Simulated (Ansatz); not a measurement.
A set of 12 reactions (redistribution), with CCSD(T)/CBS values in kJ/mol:

| reaction | ΔE |
| --- | --- |
| `[SiH3][SnH2][SiH3]` + `CO[Si]Br` → `[CH3][SnH2][SiH3]` + `[SiH3]O[Si]Br` | -143.3 |
| `CBO[SiH](O)F` + `[NH2][Al]([F])[PH2]` → `CBO[SiH2]F` + `[NH2][Al]([F])[PH]O` | 165.5 |
| `C[N](C)[Ga]([NH2])[SH]` + `[NH2][V](=[O])([OH])[OH]` → `C[N](C)[Ga]([OH])[SH]` + `[NH2][V]([NH2])(=[O])[OH]` | -4.3 |
| `O[SiH](F)[TeH]` + `CO[Si](O)(F)F` → `C[Te][SiH](O)F` + `O[Si](O)(F)F` | -60.7 |
| `C[SiH2][GaH][Cl]` + `B[SiH2][SiH3]` → `C[SiH2][GaH2]` + `B[SiH]([SiH3])Cl` | 49.6 |
| `CC[SiH2][SbH2]` + `C[SiH2]N` → `N[SiH2][SbH2]` + `CC[SiH2]C` | 9.0 |
| `N[SiH](Cl)BO` + `[SiH3]CCBr` → `OBCCBr` + `N[SiH]([SiH3])Cl` | -33.5 |
| `N[Si](N)([SiH3])[SiH3]` + `[NH2][AlH][OH]` → `N[SiH]([SiH3])[SiH3]` + `[NH2][Al]([NH2])[OH]` | -28.5 |
| `NB[SiH2][SeH]` + `[SiH3][SiH2]Br` → `[SeH][SiH2]Br` + `NB[SiH2][SiH3]` | -5.0 |
| `[CH3][AlH][S]C` + `Cl[SiH2][GeH3]` → `[CH3][AlH][Cl]` + `CS[SiH2][GeH3]` | -25.2 |
| `[BH2][Zn][OH]` + `[F][GeH2][CH2][SiH3]` → `[OH][Zn][SiH3]` + `B[CH2][GeH2][F]` | -62.2 |
| `O[Si](O)(F)[SiH3]` + `[BH2][SnH]([Cl])[O]C` → `B[Si](O)(F)[SiH3]` + `C[O][SnH]([OH])[Cl]` | 119.3 |

Gas-phase electronic energies from Ansatz, PBE0-D4/def2-TZVP geometries. CCSD(T)/CBS adds triple-zeta CCSD(T) − MP2 to the extrapolated MP2 energy (def2 sets, frozen cores). This one scheme is used for every species. Functionals use def2-TZVPP. B3LYP here is the variant with VWN-RPA as its local correlation; programs differ in this. Elements past krypton have def2 core potentials. For Br, Ga, Ge, Sb, Se, Sn, Te, V, Zn outer-core shells are correlated without core-valence functions, which leaves a few kJ/mol of doubt a bond. Scalar relativity is left out up to krypton. Each species was taken in one conformer, which may not be the lowest.

Give the mean, mean absolute and largest difference (level minus CCSD(T)/CBS, kJ/mol) for: PBE-D4, r2SCAN-D4, ωB97X-V, B2PLYP, PBE, PBE0, B3LYP, MP2/def2-TZVPP, SCS-MP2/def2-TZVPP, CCSD/def2-TZVPP, HF/def2-QZVPP, MP2/def2-QZVPP, HF/CBS(def2), MP2/CBS(def2). (Estimate.)

Ansatz gave: 
```
             level  mean  mean absolute  largest
            PBE-D4   0.7            7.0     28.7
         r2SCAN-D4   1.2            3.5     11.8
           ωB97X-V   1.4            3.7     13.6
            B2PLYP   1.0            2.3      8.5
               PBE   0.8            7.3     29.6
              PBE0   1.2            4.9     22.0
             B3LYP   1.3            4.5     14.0
    MP2/def2-TZVPP   0.3            3.1     -8.4
SCS-MP2/def2-TZVPP   0.7            2.7     -8.0
   CCSD/def2-TZVPP   1.8            2.4      9.6
     HF/def2-QZVPP   2.8            5.7     23.9
    MP2/def2-QZVPP  -0.6            3.0     -9.4
      HF/CBS(def2)   2.7            5.8     23.9
     MP2/CBS(def2)  -1.1            3.0    -10.1
```

The largest T1 diagnostic in the set is 0.033, for `[NH2][V](=[O])([OH])[OH]` (customary mark 0.02).

CCSD(T)/CBS is a level of theory with its own doubt, and the functionals carry their triple-zeta basis error, so these figures describe this set and don't rank the functionals.
